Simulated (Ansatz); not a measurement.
# Abstraction of Cl: GeH(GeH3)Cl2 + SiH(CH3)Cl → GeH(GeH3)Cl + SiH(CH3)Cl2

Species: GeH(GeH3)Cl2, singlet; SiH(CH3)Cl, doublet; GeH(GeH3)Cl, doublet; SiH(CH3)Cl2, singlet. A radical takes Cl: the energy is the difference in strength between the Ge–Cl bond broken and the Si–Cl bond made.

Shapes, held fixed at every level: PBE0-D4/def2-TZVP. Programs: Ansatz 0.2.0. The zero-point and thermal change to 298 K, harmonic and unscaled (PBE0-D4/def2-TZVP), is +0.8 kJ/mol.

| level | kind | ΔH(298 K) (kJ/mol) | less CCSD(T)/def2-TZVPP |
| --- | --- | --- | --- |
| MP2/def2-TZVPP | perturbation theory | -69.4 | +0.1 |
| HF/def2-SVP | Hartree–Fock | -64.3 | +5.2 |
| HF/def2-TZVPP | Hartree–Fock | -67.6 | +1.9 |
| PBE-D4/def2-TZVPP | GGA | -69.3 | +0.2 |
| BHLYP-D4/def2-TZVPP | global hybrid | -74.1 | -4.6 |
| r2SCAN0-D4/def2-TZVPP | global hybrid | -72.1 | -2.6 |
| CCSD/def2-SVP | coupled cluster or CI | -66.8 | +2.7 |
| CCSD(T)/def2-TZVPP | coupled cluster or CI | -69.5 | 0.0 |

The highest level, CCSD(T)/def2-TZVPP, gives ΔH(298 K) = -69.5 kJ/mol; the levels span -74.1 to -64.3. The column of differences is taken from that level and isn't an error. No measured value is set beside it here. Open shells run unrestricted. Relativity is left out for Ge. Outer-core shells of Ge are correlated, in sets that cover them unevenly.
